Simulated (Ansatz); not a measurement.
`[F][Ge][N]([SiH3])[SiH3]` + `CNC` → `C[N](C)[Ge][F]` + `[SiH3]N[SiH3]`  (ligand exchange at a Ge–N bond)

Program: Ansatz. Geometries: PBE0-D4/def2-TZVP. ΔE: electronic, gas phase. CCSD(T)/CBS adds triple-zeta CCSD(T) − MP2 to the extrapolated MP2 energy (def2 sets, frozen cores). This one scheme is used for every species. For Ge outer-core shells are correlated without core-valence functions, which leaves a few kJ/mol of doubt a bond. Scalar relativity is left out up to krypton. One conformer a species, not always the lowest.

| species | CCSD(T)/CBS(def2) energy (Eh) |
| --- | --- |
| `[F][Ge][N]([SiH3])[SiH3]` | -2812.46809 |
| `CNC` | -135.00321 |
| `C[N](C)[Ge][F]` | -2310.36681 |
| `[SiH3]N[SiH3]` | -637.10515 |

(1) Work out ΔE.

(2) What do rigid-rotor, harmonic-oscillator terms from PBE0-D4/def2-TZVP frequencies (298.15 K, 1 bar) make of the CCSD(T)/CBS value? (Best estimate.)

Largest T1 diagnostic among the species: 0.015.

Answers

(1) ΔE = (-2310.36681) + (-637.10515) − (-2812.46809) − (-135.00321) = -0.00066 Eh = -1.7 kJ/mol.

(2) Ansatz gave: ΔZPE = -2.8 kJ/mol, ΔH = -3.9 kJ/mol, ΔS = 21 J/(mol·K), ΔG = -10.3 kJ/mol. Modes under 50 cm⁻¹ make the entropy rough.

From BLYP to BHLYP (50 % exact exchange), in def2-TZVPP and without D4, ΔE moves by +5.4 kJ/mol. The D4 term adds +4.5 kJ/mol with B3LYP and +2.4 kJ/mol with PBE0; it sums over pairs of atoms, weighted by their polarisabilities, and B3LYP, whose exchange is more repulsive, gets the larger term.

B3LYP here is the variant with VWN-RPA as its local correlation; programs differ in this.
